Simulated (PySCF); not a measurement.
(trifluorovinyl)benzene (FC(F)=C(F)c1ccccc1, C8H5F3)

Geometry:
```json
{"atom": "F1", "x (Å)": "4.079", "y (Å)": "-0.034", "z (Å)": "-0.356"}
{"atom": "C2", "x (Å)": "2.812", "y (Å)": "0.248", "z (Å)": "-0.498"}
{"atom": "F3", "x (Å)": "2.618", "y (Å)": "1.205", "z (Å)": "-1.371"}
{"atom": "C4", "x (Å)": "1.835", "y (Å)": "-0.374", "z (Å)": "0.179"}
{"atom": "F5", "x (Å)": "2.242", "y (Å)": "-1.338", "z (Å)": "1.016"}
{"atom": "C6", "x (Å)": "0.391", "y (Å)": "-0.157", "z (Å)": "0.115"}
{"atom": "C7", "x (Å)": "-0.439", "y (Å)": "-1.037", "z (Å)": "0.828"}
{"atom": "C8", "x (Å)": "-1.822", "y (Å)": "-0.880", "z (Å)": "0.805"}
{"atom": "C9", "x (Å)": "-2.402", "y (Å)": "0.156", "z (Å)": "0.076"}
{"atom": "C10", "x (Å)": "-1.583", "y (Å)": "1.036", "z (Å)": "-0.631"}
{"atom": "C11", "x (Å)": "-0.201", "y (Å)": "0.887", "z (Å)": "-0.615"}
{"atom": "H12", "x (Å)": "0.010", "y (Å)": "-1.848", "z (Å)": "1.401"}
{"atom": "H13", "x (Å)": "-2.451", "y (Å)": "-1.576", "z (Å)": "1.364"}
{"atom": "H14", "x (Å)": "-3.487", "y (Å)": "0.279", "z (Å)": "0.059"}
{"atom": "H15", "x (Å)": "-2.026", "y (Å)": "1.855", "z (Å)": "-1.203"}
{"atom": "H16", "x (Å)": "0.418", "y (Å)": "1.590", "z (Å)": "-1.171"}
```

Computed, not measured: quadratic response CAM-B3LYP/aug-cc-pVDZ first hyperpolarisability, Taylor convention, gas phase in PySCF 2.14.0. Geometry: PBE0-D3(BJ)/def2-SVP.

(1) Give the tensor of the second harmonic β(−2ω;ω,ω) at 1064 nm in the axes of these coordinates.

Results:

(1) In au, Taylor convention; rows are the first index (the induced dipole):
|  | xx | yy | zz | xy | xz | yz |
| --- | --- | --- | --- | --- | --- | --- |
| x | +531.0 | +80.6 | +92.0 | +1.2 | -39.1 | -0.1 |
| y | +8.3 | -0.6 | +2.5 | +75.0 | -1.0 | -10.4 |
| z | -46.2 | -11.4 | -22.2 | -0.6 | +86.6 | +2.0 |

Norm of βᵢ = ⅓ Σⱼ (βᵢⱼⱼ + βⱼᵢⱼ + βⱼⱼᵢ): 700.2 au, hyper-Rayleigh value 262.9 au.
